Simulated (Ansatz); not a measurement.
## CrH2, quintet: CASSCF and its corrections

Computed with Ansatz's Gaussian-basis code (development build). Basis def2-SVP, nonrelativistic, 9 orbitals frozen in the corrections. State-specific CASSCF; RHF is the lowest restricted (open-shell) Hartree–Fock solution met. The basis is small, far from the limit. Solutions may break the symmetry of the shape. The lowest solution met needn't be the lowest there is, nor hold the orbitals that a chemist would pick.

Geometry:

```xyz
3

H     0.0000    0.9072    1.5713
Cr    0.0000    0.0000    0.0000
H     0.0000    0.9072   -1.5713
```

(1) What do CASSCF and its corrections give against RHF in CAS(8,8), and what are the occupations?

Results:

(1) CASSCF -0.933 eV, SC-NEVPT2 -2.461 eV; occupations 1.97, 1.95, 1.00, 1.00, 1.00, 1.00, 0.05, 0.03.
